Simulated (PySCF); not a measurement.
Compound: C2H4SSe.
SMILES: `CSC=[Se]`

Computed with MP2 and CCSD/aug-cc-pVDZ in PySCF, restricted Hartree–Fock reference, frozen core, non-relativistic, gas phase, PBE0-D3(BJ)/def2-SVP geometry.

E(HF) = -2875.39163 Eh.

Problem. How large is the problem?

Solution. 145 basis functions and 66 electrons; 16 orbitals frozen, which leaves o = 17 correlated occupied and v = 112 virtual orbitals. That is o·v = 1904 singles and o·v(o·v + 1)/2 = 1813560 distinct closed-shell doubles amplitudes before symmetry; the costliest CCSD step grows as o²v⁴ = 4.5 × 10^10.

Problem. What are the MP2 and CCSD correlation energies?

Solution. MP2 -0.5799 Eh and CCSD -0.6184 Eh, which gives totals of -2875.97153 and -2876.01006 Eh. That is 0.495 eV for each correlated electron at CCSD (1624 kJ/mol in all, 0.022 % of the total energy); MP2 gives 93.8 % of the CCSD value.

Problem. What is the T1 diagnostic?

Solution. 0.0163, below the customary warning level of 0.02. It is the norm of the spatial-orbital singles amplitudes over the root of the number of correlated electrons, so the norm is 0.095.

Problem. How does correlation change the dipole moment?

Solution. HF gives 2.54 D and CCSD (unrelaxed density) 2.11 D, a change of -0.43 D; the two vectors are 7° apart.

Connected triples and the basis-set limit are missing.

The job also held the EOM ionisation roots. Hardware: Arm Neoverse V1, one thread, no GPU, on a shared host. Cost: 4.6 min wall, 2.5 GiB resident at most.

Conformer computed: `[CH3:1][S:2][CH:3]=[Se:4]`: C1–S2–C3–Se4 0°.

One conformer stands for the species.
